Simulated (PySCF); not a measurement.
# Spectroscopy problems

PySCF calculation with coordinates at the GFN2-xTB level, J couplings at B3LYP/pcJ-1 (spin–dipole term left out of most H,H and C,H couplings) and shielding tensors at PBE0/pcSseg-1 (GIAO); relativity neglected, one computed conformer, averaged over atoms made equivalent by symmetry, fast rotation or ring inversion, isolated molecule.

Shifts are taken against calculated references (same method and geometry level): TMS for $^{1}$H and $^{13}$C. Multiplet labels drop J under 1 Hz and among equivalent protons, and merge close values. Unscaled 3J(H,H) run several per cent high. Where no couplings were computed, multiplicities follow the n + 1 count of equivalent neighbours, and m marks all less simple cases (inequivalent or close neighbours, rings, F or P nearby). Acid and N–H amide carbonyl carbons lie up to 10 ppm further downfield in solution (hydrogen bonding). Shifts are as computed. Against solution values, carbons near 30 ppm lie about +3 ppm off and those near 130 ppm about +5 ppm. Of 1211 compounds with measured shifts, 218 miss one by over three times the rms of a fit or turn the order of signals round; such compounds aren't used in these exercises. OH and NH positions are gas-phase values without hydrogen bonding to other molecules.

Task: C$_{5}$H$_{9}$NO$_{2}$. $^{1}$H NMR (400 MHz, computed): δ 9.81 (d, 1H), 6.18 (br, 1H), 3.06 (d, 3H), 2.93 (m, 1H), 1.52 (d, 3H). $^{13}$C{$^{1}$H} NMR (computed): δ 214.3 (CH), 166.0 (C), 55.5 (CH), 27.3 (CH3), 12.1 (CH3). What is it?

Result: `CNC(=O)[C@@H](C)C=O`. Rings plus π bonds: 2 (no ring in the answer). 5 carbon signals for 5 carbons: no two carbons are equivalent. Carbon types of the structure: 1 × C, 2 × CH, 2 × CH3, leaving 1 H on heteroatoms. δC 214.3: aldehyde carbonyl carbon; the double bond to the heteroatom, with no lone-pair donor beside it, deshields it most. δC 166.0: amide carbonyl carbon; lone-pair donation from the attached heteroatom keeps it upfield of a ketone carbonyl. δC 55.5: sp3 CH α to a carbonyl; the adjacent C=O deshields it moderately. δH 9.81: hydrogen on an aldehyde carbonyl carbon; the C=O anisotropy and electron withdrawal place aldehyde protons far downfield.

The data come from this structure; uniqueness wasn't tested.

Task: C$_{5}$H$_{8}$. $^{1}$H NMR (500 MHz, computed): δ 6.72 (m, 1H), 5.41 (dd, J = 12.3, 1.5 Hz, 1H), 5.39 (d, J = 18.4 Hz, 1H), 5.39 (quint, J = 1.7 Hz, 1H), 5.29 (q, J = 1.3 Hz, 1H), 1.95 (t, J = 1.5 Hz, 3H). $^{13}$C{$^{1}$H} NMR (computed): δ 150.4, 147.8, 125.1, 120.0, 20.6. What is it?

Result: isoprene. The formula gives 2 degrees of unsaturation (no ring in the answer). 5 carbon signals for 5 carbons: no two carbons are equivalent. Carbon types of the structure: 1 × C, 1 × CH, 2 × CH2, 1 × CH3, which accounts for all hydrogens. δC 150.4: fully substituted alkene carbon; the olefinic region. δC 147.8: alkene CH; the olefinic region. δC 125.1, 120.0: terminal =CH2 carbon; an sp2 carbon of a C=C bond. δH 1.95: hydrogen on an allylic methyl carbon; allylic position.

The data come from this structure; uniqueness wasn't tested.
